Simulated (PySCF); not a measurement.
This PySCF input asks for the NMR shieldings of `FC(F)[C@@H]1CCC[O+]1[AlH3-]`, C₅H₁₁AlF₂O; the geometry comes from GFN2-xTB.

```python
import basis_set_exchange as bse
import numpy as np
from pyscf import gto, dft
from pyscf.prop import nmr

atoms = """
F    -1.699653   -2.622841   -0.318571
C    -0.745923   -1.781149   -0.772864
F    -1.268620   -1.171279   -1.862956
C    -0.384672   -0.759686    0.315044
C    -1.519605    0.238634    0.605831
C    -0.857837    1.606405    0.401903
C     0.258264    1.270406   -0.575539
O     0.725164    0.007964   -0.115621
Al    2.523687   -0.169973    0.341690
H     0.128097   -2.367962   -1.092548
H    -0.069977   -1.330900    1.193882
H    -1.914523    0.115120    1.611322
H    -2.334863    0.097151   -0.104555
H    -1.547660    2.351145    0.013569
H    -0.428446    1.965284    1.337591
H    -0.113144    1.178093   -1.601566
H     1.107279    1.954454   -0.546231
H     2.615177    0.881290    1.516790
H     2.405498   -1.705607    0.701221
H     3.116606    0.254127   -1.051425
"""
names = dict.fromkeys(["F", "C", "O", "Al", "H"], "pcSseg-1")
basis = {el: gto.basis.parse(bse.get_basis(n, elements=[el], fmt="nwchem")) for el, n in names.items()}
mol = gto.M(atom=atoms, basis=basis, charge=0, verbose=0)
mf = dft.RKS(mol, xc="PBE0")
mf.grids.level = 2
mf.grids.alignment = dft.numint.BLKSIZE   # the property module wants whole blocks of grid points
mf.conv_tol = 1e-9
mf.kernel()

calc = nmr.RKS(mf)   # GIAO
C = mf.mo_coeff
Co = C[:, mf.mo_occ > 0]
resp = mf.gen_response(singlet=True, hermi=2)
def vind(x):   # induced exchange potential for any number of trial vectors
    d = np.einsum("pi,xij,qj->xpq", C, 2 * x.reshape(-1, C.shape[1], Co.shape[1]), Co, optimize=True)
    return np.einsum("xpq,pi,qj->xij", resp(d - d.transpose(0, 2, 1)), C, Co, optimize=True).ravel()
mo1, _ = nmr.rhf.solve_mo1(calc, with_cphf=vind)
sigma = calc.kernel(mo1)
for i, s in enumerate(sigma):   # ppm
    print("%2d %-2s %9.2f" % (i, mol.atom_pure_symbol(i), np.trace(s) / 3))
```

Task: What are the results?

Result: 
```
 0 F     314.93
 1 C      66.41
 2 F     324.29
 3 C     104.02
 4 C     161.14
 5 C     158.21
 6 C     111.94
 7 O     280.96
 8 Al    411.89
 9 H      25.22
10 H      27.05
11 H      29.45
12 H      29.21
13 H      29.75
14 H      29.54
15 H      27.67
16 H      27.20
17 H      27.47
18 H      27.56
19 H      27.41
```

These numbers come from an equivalent density-fitted implementation of the same equations, which agrees with the script to about 0.01 ppm for H and up to a few tenths of a ppm for heavy atoms, so last digits may differ.

Size and cost of the density-fitted run: 215 basis functions, 49 s wall time on 1 thread of an Arm Neoverse V1, shared host; peak memory 1 GiB.
